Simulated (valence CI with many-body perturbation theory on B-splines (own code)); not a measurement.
## Run record, Rh XXIII

Calculated by relativistic CI+MBPT: five valence electrons over a frozen Dirac-Fock core [Ar], radial functions for each j: 7 s, 7 p, 8 d, 6 f, 4 g, 1 h, with the one-electron correlation potential Σ1 (screened to all orders), the two-electron term Σ2, the three-electron term Σ3, Breit, model QED; selected single and double excitations, second order for the rest (own B-spline code, finite nucleus).

Command, and the settings that its task file holds:

```sh
python run_cv.py task.json out
```

```
atom Rh  Z=45  mass_number=103  rms_radius_fm=4.4945
core [Ar]
valence 3d5
avg = 1
basis = M
breit = 1
cap = 40000
capref = 1200
cscale = 1
de = 0.0
dress = 0
eps = 2e-08
h = 0.27
hh = 1
l2 = 3
lcore = 6
maxit = 60
n2 = 5
natural = 1
nlev = 45
nno = [4, 4, 5, 4, 3, 1]
nroot = 26
nsp = [3, 3, 3, 2, 1, 0]
pt2 = 1
qed = 1
rpa = 1
s1 = 1
s2 = 1
s3 = 1
screen = 1
tol = 2e-05
```

It took 2.7 min on 1 thread of Arm Neoverse V2 (shared host).

Log. The first blocks belong to the next ion, which gives the ionisation energy. Fields: 2J, parity (1 odd), roots, reference size, generating configurations, candidates as configurations/state functions, variational space P, stored matrix elements, Davidson steps; e2 is the range of second-order energies in hartree. The first line gives the box (bohr), its intervals, the orbitals and the steps of their self-consistent field. Window is the range of levels sought, series limit the energy at which the first omitted orbital would enter, core excitation an estimate of the first excitation out of the core, left out the lowest levels not solved, and shifts from estimates the range by which levels moved from their first estimate, all in cm⁻¹.

```
rmax 5.0 intervals 59 orbitals 59 references ['3d5', '3d4 4s', '3d4 4p'] scf 5 t 0.8
2J=0 par=0 roots 2 ref 17 generators 4 cand 2409/4463 P 1556/2982 nnz 1.8e+06 it 4
2J=0 par=0 roots 2 ref 17 generators 7 cand 4076/10055 P 2073/4088 nnz 2.9e+06 it 5
   second order: generators 11 cand 5672/13735 e2 -0.00002 -0.00002
2J=2 par=0 roots 2 ref 36 generators 3 cand 2542/12000 P 760/3997 nnz 4.2e+06 it 4
2J=2 par=0 roots 2 ref 36 generators 7 cand 5096/31976 P 2038/10381 nnz 2.2e+07 it 5
   second order: generators 12 cand 8341/54716 e2 -0.00005 -0.00002
2J=4 par=0 roots 2 ref 51 generators 4 cand 2616/17589 P 564/3988 nnz 4e+06 it 6
2J=4 par=0 roots 2 ref 51 generators 7 cand 5374/48388 P 2117/14451 nnz 4.3e+07 it 10
   second order: generators 9 cand 3821/37925 e2 -0.00005 -0.00003
reference levels 902, estimated 37, window 407164 1/cm; series limit 6776908, core excitation 1206088
2J=5 par=0 roots 10 ref 81 generators 5 cand 3263/42514 P 560/7982 nnz 1.3e+07 it 5
2J=5 par=0 roots 10 ref 81 generators 5 cand 2911/37110 P 1962/26664 nnz 1.4e+08 it 8
   second order: generators 10 cand 13531/492188 e2 -0.00060 -0.00030
2J=7 par=0 roots 7 ref 72 generators 3 cand 3254/45067 P 444/7997 nnz 1.6e+07 it 7
2J=7 par=0 roots 7 ref 72 generators 3 cand 2973/39611 P 1523/24355 nnz 1.3e+08 it 8
   second order: generators 5 cand 8450/379645 e2 -0.00103 -0.00080
2J=11 par=0 roots 3 ref 35 generators 3 cand 2921/33722 P 601/7984 nnz 1.5e+07 it 5
2J=11 par=0 roots 3 ref 35 generators 3 cand 2539/28270 P 2005/24553 nnz 1.3e+08 it 8
   second order: generators 5 cand 7805/264789 e2 -0.00021 -0.00015
2J=3 par=0 roots 7 ref 67 generators 3 cand 3230/32861 P 608/7994 nnz 1.5e+07 it 9
2J=3 par=0 roots 7 ref 67 generators 3 cand 2833/27433 P 2256/25101 nnz 1.2e+08 it 9
   second order: generators 10 cand 15598/435363 e2 -0.00025 -0.00017
2J=9 par=0 roots 5 ref 56 generators 3 cand 3151/41477 P 494/7954 nnz 1.6e+07 it 5
2J=9 par=0 roots 5 ref 56 generators 3 cand 2825/36069 P 1598/24238 nnz 1.3e+08 it 8
   second order: generators 7 cand 12228/515106 e2 -0.00074 -0.00056
2J=1 par=0 roots 4 ref 39 generators 3 cand 2964/17007 P 1174/7984 nnz 1.4e+07 it 5
2J=1 par=0 roots 4 ref 39 generators 3 cand 2128/11555 P 2766/17312 nnz 5.7e+07 it 7
   second order: generators 8 cand 11015/173991 e2 -0.00008 -0.00004
2J=13 par=0 roots 1 ref 18 generators 1 cand 2257/23693 P 704/7987 nnz 1.9e+07 it 5
2J=13 par=0 roots 1 ref 18 generators 1 cand 1782/18211 P 1744/19097 nnz 8.8e+07 it 5
   second order: generators 2 cand 5714/143673 e2 -0.00005 -0.00005
left out: unestimated 3413863, estimated none, shifts from estimates -455 to 81
operators 1.2
```

The Davidson iterations converged.

No measured spectrum was set against this ion. As an estimate, terms of the open shell hold to 2 to 4 % of their energy, and close levels can change places. Core correlation moves these levels by up to 13000 cm⁻¹, and in measured spectra 5 to 20 % of such shifts remained as error; rates that hang on mixing are uncertain with them. Only levels of the ground parity were solved; by the run's estimate the other parity begins above the list, which can be wrong where configurations are misplaced.

| Quantity | Value |
| --- | --- |
| Valence energy | -221.055 hartree |
| Ionisation energy | 1061.1 eV (NIST: 1061 ± 4 eV (theoretical)) |
| Reference configurations for the orbitals | 3d5, 3d4 4s, 3d4 4p |
| Radial orbitals | 59 |
| Box radius | 4.983 bohr |
| Largest variational space | 26664 |
| Lowest levels | 3d5 6S_5/2 0.0, 3d5 4G_5/2 [a] 86461, 3d5 4G_7/2 107140, 3d5 4G_11/2 109860, 3d5 4P_3/2 111250, 3d5 4G_5/2 [b] 113230, 3d5 4G_9/2 114990, 3d5 4P_1/2 123810, 3d5 4D_7/2 138800, 3d5 4D_5/2 147820, 3d5 4D_1/2 156300, 3d5 2I_11/2 159120, 3d5 4D_3/2 160500, 3d5 2F_7/2 [a] 170030 cm⁻¹ |

Names give the largest LS component (configuration and term), which can be under half, so a name can repeat, a term be missing and a line seem to break the LS rules; names also repeat where a configuration has a term twice. Letters in brackets count levels of one name in rising energy.
